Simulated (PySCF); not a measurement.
Start geometry of `C#CB(C#C)NC` from GFN2-xTB (Å):
```
atom  x, y, z in Å
C1    -1.624    1.561    1.636
C2    -1.082    0.774    0.944
B3    -0.409   -0.260    0.059
C4    -1.208   -1.259   -0.700
C5    -1.941   -2.051   -1.297
N6     0.990   -0.295   -0.046
C7     1.961    0.559    0.605
H8    -2.127    2.299    2.227
H9    -2.549   -2.723   -1.785
H10    1.423   -0.999   -0.624
H11    1.412    1.281    1.230
H12    2.634   -0.016    1.248
H13    2.526    1.110   -0.142
```

Q: What comes out of this run: PBE0-D3(BJ)/def2-SVP geometry optimisation, gas phase in PySCF?

A: 
```
atom  x, y, z in Å
C1    -1.664    1.608    1.657
C2    -1.099    0.786    0.959
B3    -0.400   -0.261    0.073
C4    -1.231   -1.294   -0.709
C5    -1.886   -2.114   -1.326
N6     0.992   -0.289   -0.034
C7     1.942    0.582    0.608
H8    -2.171    2.329    2.272
H9    -2.468   -2.835   -1.871
H10    1.400   -1.000   -0.630
H11    1.408    1.309    1.233
H12    2.638    0.020    1.253
H13    2.544    1.141   -0.130
```

The energy falls by 0.211 eV over 7 energy and gradient evaluations, the largest force component goes from 0.0555 to 3.9e-04 Eh/bohr, and the atoms move by 0.052 Å rms after alignment. The bond that changes most is B3–C4 (three-coordinate boron to alkyne carbon), which lengthens by 0.051 Å. Bonds longer at the end by more than 0.005 Å: 7 of 12; shorter: 3. Among the angles that change most is B3–C4–C5, from 176.0° to 179.9°. Rotational constants go from 3235, 2102, 1285 to 3158, 2058, 1256 MHz. The orientation of the end geometry is arbitrary; only internal coordinates are fixed.

The run used 128 basis functions and 54 SCF cycles in all.

Whether it is a minimum is left open (no frequencies). The numbers are those of one conformer.
